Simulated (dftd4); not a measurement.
lanthanum atom (La), doublet; D4 for tpssh in dftd4.

The dftd4 input:
```
$ dftd4 mol.xyz --func tpssh --charge 0 --json dftd4.json --noedisp

# file mol.xyz
1

La     0.00000000     0.00000000     0.00000000
```

Output, abridged:

```
                    ____  _____ _____     ____  _  _
      -------------|  _ \|  ___|_   _|---|  _ \| || |------------
     |             | | | | |_    | | ___ | | | | || |_           |
     |             | |_| |  _|   | ||___|| |_| |__   _|          |
     |             |____/|_|     |_|     |____/   |_|            |
     |             ===================================           |
     |            E. Caldeweyher, S. Ehlert & S. Grimme          |
     |          Mulliken Center for Theoretical Chemistry        |
     |                    University of Bonn                     |
      -----------------------------------------------------------

Rational (Becke-Johnson) damping: tpssh-D4-ATM
---------------------
  s6         1.0000
  s8         1.8590
  s9         1.0000
  a1         0.4429
  a2         4.6023
 alp        16.0000
--------------------

Dispersion energy:       0.0000000000000E+00 Eh

[Info] JSON dump of results written to 'dftd4.json'
```
